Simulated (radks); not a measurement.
Problem. The mean radii <r> (bohr) of the occupied orbitals of an atom or ion are listed with their occupations. All-electron calculation, scalar-relativistic Kohn-Sham, BLYP, spin-polarised, spherical densities, finite nucleus; Fermi nuclear charge, rms radius of each element as measured or else 0.836 A^(1/3) + 0.57 fm. Program: a radial shooting solver on a logarithmic mesh with Libxc functionals.

| orbital | occ. | <r> |
|---|---|---|
| 1s up | 1 | 0.01910 |

Name the element and its charge. Open shells, if any, are filled with parallel spins first.

Solution. Z = 71, lutetium, charge +70: Lu70+ in 1s1. The 1s radius gives Z: for a bare nucleus <r> = (2 gamma + 1)/(2Z) with gamma = sqrt(1 - (Z/c)^2), 0.01909 bohr for Z = 71, and the self-interaction of the functional makes it slightly larger (0.01910 here). The occupations add up to 1, and the charge is Z minus that.
